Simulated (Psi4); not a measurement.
Pair of molecules, SMILES O=C=O with SMILES N#N (the first has 3 atoms); geometry from B3LYP-D3(BJ)/def2-TZVP.
(charge 0, multiplicity 1):
| atom | x (Å) | y (Å) | z (Å) |
|---|---|---|---|
| O | -0.5249 | -1.0414 | -0.2714 |
| C | -0.0188 | 0.0019 | -0.2738 |
| O | 0.4872 | 1.0452 | -0.2830 |
| N | 0.0203 | -0.0028 | 2.8688 |
| N | 0.0362 | -0.0029 | 3.9593 |

All values below come from SAPT0/jun-cc-pV(D+d)Z (Psi4 1.11).

Give the four SAPT terms and the total, and say what mostly holds the pair together.

electrostatics -0.91, exchange 1.08, induction -0.13, dispersion -0.76, total -0.73 kcal/mol; the largest attraction is electrostatics.
